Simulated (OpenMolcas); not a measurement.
# Ba⁺: effect of the basis set

```json
{"Program": "OpenMolcas", "Method": "CASSCF", "Active space": "1 electron in 4 orbitals (6s 6p)", "State averaging": "2S+1 = 2 even, 1 root; 2S+1 = 2 odd, 3 roots", "Spin-orbit coupling": "RASSI with atomic mean-field integrals over the reference wave functions, term energies averaged over their components"}
```

A. ANO-R1 [7s6p3d1f], X2C, finite nucleus; cost about 4 core-seconds
B. ANO-R2 [8s6p4d2f1g], X2C, finite nucleus; cost roughly 8 core-seconds
C. ANO-RCC-VTZP [8s7p4d2f1g], X2C, point nucleus; cost of the order of 6 core-seconds
D. ANO-RCC-VTZP [8s7p4d2f1g], DKH2, point nucleus; cost roughly 10 core-seconds
E. ANO-RCC-VQZP [9s8p5d3f2g], DKH2, point nucleus; cost about 16 core-seconds
F. ANO-R3 [9s7p4d3f2g1h], X2C, finite nucleus; cost of the order of 12 core-seconds

Energies in cm⁻¹ above 6s ²S_1/2, the measured ground level; measured values from NIST Handbook of Basic Atomic Spectroscopic Data.

| Level | A | B | C | D | E | F | Measured |
| --- | --- | --- | --- | --- | --- | --- | --- |
| 6s ²S_1/2 | 0.0 | 0.0 | 0.0 | 0.0 | 0.0 | 0.0 | 0.0 |
| 6p ²P°_1/2 | 21883 | 21768 | 18346 | 18327 | 18348 | 20764 | 20262 |
| 6p ²P°_3/2 | 23315 | 23191 | 19382 | 19364 | 19499 | 22454 | 21952 |

Deviations, from unrounded energies. A percentage is the sum of absolute deviations over the sum of measured energies, with the sign that they share, or ± where signs differ.

```json
{"Against measurement": "mean absolute deviation (cm-1)", "Levels": "2", "A": "1500", "B": "1400", "C": "2200", "D": "2300", "E": "2200", "F": "500"}
{"Against measurement": "other configurations (%)", "Levels": "2", "A": "+7.1", "B": "+6.5", "C": "-10.6", "D": "-10.7", "E": "-10.3", "F": "+2.4"}
```

F lies closest to measurement on these levels and D furthest from it. The largest miss of F in the table is 6p ²P°_1/2, by +500 cm-1. The ranking rests on the paired levels alone, and a cruder setting can come out closer through cancelling errors.

Among A to F the level of the table that moves most is 6p ²P°_3/2, by 4000 cm-1 (lowest in D, highest in A).

ANO sets are built for ground and valence states and can reach diffuse excited orbitals poorly. With one active electron the reference holds no correlation, so core polarisation is missing. The ANO-R sets hold no well-fitted valence p shell for this element, so s → p excitations can come out far too high (holds for A; B; F). Computed and measured levels are paired by configuration, term and J; levels that our copy of the source lacks, or whose pairing is in doubt (as where it misses far off the trend of its configuration), stay unpaired and out of the deviations. Levels of configurations outside the active space are missing.

° marks odd parity.
